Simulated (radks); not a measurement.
Task: The lead ion Pb4+, 78 electrons, occupied as [Xe] 4f14 5d10 (the NIST ground configuration). All-electron calculation, scalar-relativistic Kohn-Sham, BP86, spin-polarised, spherical densities, point nucleus. Program: a radial shooting solver on a logarithmic mesh with Libxc functionals. Some entries of the table are withheld. Estimate them.

| orbital | occ. | eigenvalue (eV) | <r^2> (bohr^2) |
|---|---|---|---|
| 1s | 2 | -88190.76 | 0.0003570 |
| 2s | 2 | -15807.56 | 0.005417 |
| 2p | 6 | -13562.63 | (1) |
| 3s | 2 | -3826.360 | 0.03484 |
| 3p | 6 | -3182.794 | 0.03611 |
| 3d | 10 | -2526.931 | 0.02992 |
| 4s | 2 | -898.4680 | 0.1665 |
| 4p | 6 | -687.6024 | 0.1909 |
| 4d | 10 | -443.7030 | 0.2143 |
| 5s | 2 | -185.6013 | (2) |
| 4f | 14 | -174.4983 | 0.2465 |
| 5p | 6 | -127.1616 | (3) |
| 5d | 10 | (4) | 1.818 |

Result: 
(1) 2p <r^2> (bohr^2): 0.004617
(2) 5s <r^2> (bohr^2): 0.8145
(3) 5p <r^2> (bohr^2): 1.070
(4) 5d eigenvalue (eV): -61.7557
